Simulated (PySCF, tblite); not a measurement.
Parent: `[CH3:1][c:2]1[cH:3][cH:4][cH:5][c:6]2[cH:7][n:8][n:9][n:10]12`, C7H7N3.

The geometries are computed with GFN2-xTB (gas phase). One conformer each, not checked by frequencies here.

| coordinate of the parent | value |
| --- | --- |
| C1–C2 | 1.488 Å |
| C2–C3 | 1.364 Å |
| C3–C4 | 1.413 Å |
| C4–C5 | 1.364 Å |
| C5–C6 | 1.403 Å |
| C6–C7 | 1.396 Å |
| C7–N8 | 1.332 Å |
| N8–N9 | 1.289 Å |
| N9–N10 | 1.329 Å |
| C2–N10 | 1.361 Å |
| C6–N10 | 1.384 Å |
| C1–C2–C3 | 126.1° |
| C1–C2–N10 | 116.5° |
| C3–C2–N10 | 117.4° |
| C2–C3–C4 | 121.3° |
| C3–C4–C5 | 120.6° |
| C4–C5–C6 | 118.4° |
| C5–C6–C7 | 138.3° |
| C5–C6–N10 | 119.0° |
| C7–C6–N10 | 102.7° |
| C6–C7–N8 | 108.4° |
| C7–N8–N9 | 110.4° |
| N8–N9–N10 | 108.3° |
| C2–N10–N9 | 126.4° |
| C2–N10–C6 | 123.4° |
| C6–N10–N9 | 110.2° |

How does the shared frame change in `[F:1][C:2]([F:3])([F:4])[c:5]1[cH:6][cH:7][cH:8][c:9]2[cH:10][n:11][n:12][n:13]12`, C7H4F3N3? Atoms pair as C1 = C2, C2 = C5, C3 = C6, C4 = C7, C5 = C8, C6 = C9, C7 = C10, N8 = N11, N9 = N12, N10 = N13 (parent first).

| parent | relative | value in the relative | change |
| --- | --- | --- | --- |
| C1–C2 | C2–C5 | 1.507 Å | +0.019 |
| C2–C3 | C5–C6 | 1.363 Å | -0.001 |
| C3–C4 | C6–C7 | 1.413 Å | 0.000 |
| C4–C5 | C7–C8 | 1.365 Å | +0.001 |
| C5–C6 | C8–C9 | 1.402 Å | -0.001 |
| C6–C7 | C9–C10 | 1.394 Å | -0.002 |
| C7–N8 | C10–N11 | 1.331 Å | -0.001 |
| N8–N9 | N11–N12 | 1.286 Å | -0.003 |
| N9–N10 | N12–N13 | 1.323 Å | -0.006 |
| C2–N10 | C5–N13 | 1.361 Å | 0.000 |
| C6–N10 | C9–N13 | 1.391 Å | +0.007 |
| C1–C2–C3 | C2–C5–C6 | 123.7° | -2.4 |
| C1–C2–N10 | C2–C5–N13 | 116.9° | +0.4 |
| C3–C2–N10 | C6–C5–N13 | 119.4° | +2.0 |
| C2–C3–C4 | C5–C6–C7 | 120.3° | -1.0 |
| C3–C4–C5 | C6–C7–C8 | 120.3° | -0.3 |
| C4–C5–C6 | C7–C8–C9 | 119.0° | +0.6 |
| C5–C6–C7 | C8–C9–C10 | 138.4° | +0.1 |
| C5–C6–N10 | C8–C9–N13 | 119.2° | +0.2 |
| C7–C6–N10 | C10–C9–N13 | 102.4° | -0.3 |
| C6–C7–N8 | C9–C10–N11 | 108.4° | 0.0 |
| C7–N8–N9 | C10–N11–N12 | 110.7° | +0.3 |
| N8–N9–N10 | N11–N12–N13 | 108.3° | 0.0 |
| C2–N10–N9 | C5–N13–N12 | 128.1° | +1.7 |
| C2–N10–C6 | C5–N13–C9 | 121.6° | -1.8 |
| C6–N10–N9 | C9–N13–N12 | 110.3° | +0.1 |

Of the parent's bonds, C1–C2 changes most (+0.019 Å). Bonds of the relative outside the shared frame: F1–C2 1.338, C2–F3 1.337, C2–F4 1.342 Å. Point group Cs → Cs.

How does the shared frame change in `[CH2:1]=[CH:2][c:3]1[n:4][n:5][n:6]2[c:7]([CH3:8])[cH:9][cH:10][cH:11][c:12]12` with C1–C2–C3–N4 0°, C9H9N3? Atoms pair as C1 = C8, C2 = C7, C3 = C9, C4 = C10, C5 = C11, C6 = C12, C7 = C3, N8 = N4, N9 = N5, N10 = N6 (parent first).

```json
{"parent": "C1–C2", "relative": "C8–C7", "value in the relative": "1.487 Å", "change": "-0.001"}
{"parent": "C2–C3", "relative": "C7–C9", "value in the relative": "1.364 Å", "change": "0.000"}
{"parent": "C3–C4", "relative": "C9–C10", "value in the relative": "1.413 Å", "change": "0.000"}
{"parent": "C4–C5", "relative": "C10–C11", "value in the relative": "1.366 Å", "change": "+0.002"}
{"parent": "C5–C6", "relative": "C11–C12", "value in the relative": "1.400 Å", "change": "-0.003"}
{"parent": "C6–C7", "relative": "C12–C3", "value in the relative": "1.408 Å", "change": "+0.012"}
{"parent": "C7–N8", "relative": "C3–N4", "value in the relative": "1.344 Å", "change": "+0.012"}
{"parent": "N8–N9", "relative": "N4–N5", "value in the relative": "1.284 Å", "change": "-0.005"}
{"parent": "N9–N10", "relative": "N5–N6", "value in the relative": "1.332 Å", "change": "+0.003"}
{"parent": "C2–N10", "relative": "C7–N6", "value in the relative": "1.360 Å", "change": "-0.001"}
{"parent": "C6–N10", "relative": "C12–N6", "value in the relative": "1.382 Å", "change": "-0.002"}
{"parent": "C1–C2–C3", "relative": "C8–C7–C9", "value in the relative": "126.1°", "change": "0.0"}
{"parent": "C1–C2–N10", "relative": "C8–C7–N6", "value in the relative": "116.5°", "change": "0.0"}
{"parent": "C3–C2–N10", "relative": "C9–C7–N6", "value in the relative": "117.4°", "change": "0.0"}
{"parent": "C2–C3–C4", "relative": "C7–C9–C10", "value in the relative": "121.2°", "change": "-0.1"}
{"parent": "C3–C4–C5", "relative": "C9–C10–C11", "value in the relative": "120.5°", "change": "-0.1"}
{"parent": "C4–C5–C6", "relative": "C10–C11–C12", "value in the relative": "118.5°", "change": "+0.1"}
{"parent": "C5–C6–C7", "relative": "C11–C12–C3", "value in the relative": "137.9°", "change": "-0.4"}
{"parent": "C5–C6–N10", "relative": "C11–C12–N6", "value in the relative": "119.0°", "change": "0.0"}
{"parent": "C7–C6–N10", "relative": "C3–C12–N6", "value in the relative": "103.1°", "change": "+0.4"}
{"parent": "C6–C7–N8", "relative": "C12–C3–N4", "value in the relative": "107.4°", "change": "-1.0"}
{"parent": "C7–N8–N9", "relative": "C3–N4–N5", "value in the relative": "110.9°", "change": "+0.5"}
{"parent": "N8–N9–N10", "relative": "N4–N5–N6", "value in the relative": "108.5°", "change": "+0.2"}
{"parent": "C2–N10–N9", "relative": "C7–N6–N5", "value in the relative": "126.4°", "change": "0.0"}
{"parent": "C2–N10–C6", "relative": "C7–N6–C12", "value in the relative": "123.4°", "change": "0.0"}
{"parent": "C6–N10–N9", "relative": "C12–N6–N5", "value in the relative": "110.2°", "change": "0.0"}
```

Of the parent's bonds, C6–C7 and C7–N8 change most and about equally (+0.012 Å). Bonds of the relative outside the shared frame: C1=C2 1.328, C2–C3 1.441 Å. Point group Cs → Cs.

How does the shared frame change in `[Cl:1][c:2]1[cH:3][cH:4][cH:5][c:6]2[cH:7][n:8][n:9][n:10]12`, C6H4ClN3? Atoms pair as C2 = C2, C3 = C3, C4 = C4, C5 = C5, C6 = C6, C7 = C7, N8 = N8, N9 = N9, N10 = N10 (parent first).

```
   parent   relative  value in the relative  change
    C2–C3      C2–C3                1.363 Å  -0.001
    C3–C4      C3–C4                1.413 Å   0.000
    C4–C5      C4–C5                1.364 Å   0.000
    C5–C6      C5–C6                1.403 Å   0.000
    C6–C7      C6–C7                1.394 Å  -0.002
    C7–N8      C7–N8                1.332 Å   0.000
    N8–N9      N8–N9                1.285 Å  -0.004
   N9–N10     N9–N10                1.329 Å   0.000
   C2–N10     C2–N10                1.358 Å  -0.003
   C6–N10     C6–N10                1.390 Å  +0.006
C3–C2–N10  C3–C2–N10                 119.4°    +2.0
 C2–C3–C4   C2–C3–C4                 120.2°    -1.1
 C3–C4–C5   C3–C4–C5                 120.6°     0.0
 C4–C5–C6   C4–C5–C6                 118.7°    +0.3
 C5–C6–C7   C5–C6–C7                 138.2°    -0.1
C5–C6–N10  C5–C6–N10                 119.4°    +0.4
C7–C6–N10  C7–C6–N10                 102.5°    -0.2
 C6–C7–N8   C6–C7–N8                 108.5°    +0.1
 C7–N8–N9   C7–N8–N9                 110.6°    +0.2
N8–N9–N10  N8–N9–N10                 108.3°     0.0
C2–N10–N9  C2–N10–N9                 128.1°    +1.7
C2–N10–C6  C2–N10–C6                 121.8°    -1.6
C6–N10–N9  C6–N10–N9                 110.2°     0.0
```

Of the parent's bonds, C6–N10 changes most (+0.006 Å). Bonds of the relative outside the shared frame: Cl1–C2 1.711 Å. Point group Cs → Cs.
